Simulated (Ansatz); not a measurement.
Species: CuCl2 (charge -1, singlet). 
Geometry from a B3LYP-D3(BJ)/def2-TZVP (Ansatz, an electronic-structure program) optimisation:
SMILES: [Cl][Cu-][Cl]
```xyz
3

Cu     0.0000     0.0000     0.0000
Cl     0.0000     0.0000     2.1589
Cl     0.0000     0.0000    -2.1589
```
Charge -1, spin multiplicity 1.

Basis-set convergence of Hartree-Fock and CCSD correlation energies (hartree) with Ansatz. Cores are frozen in the correlated levels unless marked. No spin-orbit coupling. Frozen are the shells of the preceding noble gas and the d and f shells that filled before the atom's block. Non-relativistic. This anion needs diffuse functions, which these sets lack.

| basis | functions | E(HF) | E(corr, CCSD) |
|---|---|---|---|
| def2-SVP | 67 | -2557.58739 | -0.56887 |
| def2-TZVPP | 148 | ? | ? |

**Question.** Some entries are withheld; supply them.

**Answer.** 
- def2-TZVPP, E(HF): -2558.14740
- def2-TZVPP, E(corr, CCSD): -0.87008
